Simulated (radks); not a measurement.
The numbers below are computed, except where a source is named.
All-electron atom: neutral lead in [Xe] 4f14 5d10 6s1 6p3 (not the ground configuration). Level of theory: scalar-relativistic Kohn-Sham, PBE, spin-unpolarised, spherical densities, finite nucleus; Fermi nuclear charge, rms radius 5.5012 fm (a radial shooting solver on a logarithmic mesh with Libxc functionals).

Normalised radial functions P(r) = r R(r), r in bohr:

r	4d	5p
0.0009719	0.0000	0.0028
0.001328	0.0001	0.0046
0.001814	0.0002	0.0077
0.002478	0.0004	0.0129
0.003386	0.0008	0.0213
0.004588	0.0018	0.0344
0.006268	0.0042	0.0557
0.008564	0.0096	0.0882
0.0117	0.0214	0.1349
0.01598	0.0466	0.1963
0.02166	0.0963	0.2628
0.02959	0.1925	0.3146
0.04043	0.3581	0.3052
0.05523	0.6014	0.1790
0.07546	0.8723	-0.0803
0.1031	1.0093	-0.3668
0.1397	0.7713	-0.4324
0.1909	0.0008	-0.0821
0.2607	-1.0353	0.4810
0.3562	-1.6768	0.6207
0.4866	-1.5063	-0.0067
0.6648	-0.8429	-0.8778
0.901	-0.2970	-1.1991
1.231	-0.0570	-0.8655
1.682	-0.0053	-0.3710
2.297	-0.0002	-0.0929
3.139	0.0000	-0.0123
4.288	0.0000	-0.0007
5.811	0.0000	0.0000
7.939	0.0000	0.0000
10.85	0.0000	0.0000

4d: eigenvalue -403.94 eV, 1 radial node at r = 0.191 bohr, <r> = 0.431 bohr, 90 % of the charge inside 0.641 bohr. 5p: eigenvalue -87.663 eV, 3 radial nodes at r = 0.0693, 0.200, 0.486 bohr, <r> = 0.977 bohr, 90 % of the charge inside 1.41 bohr.
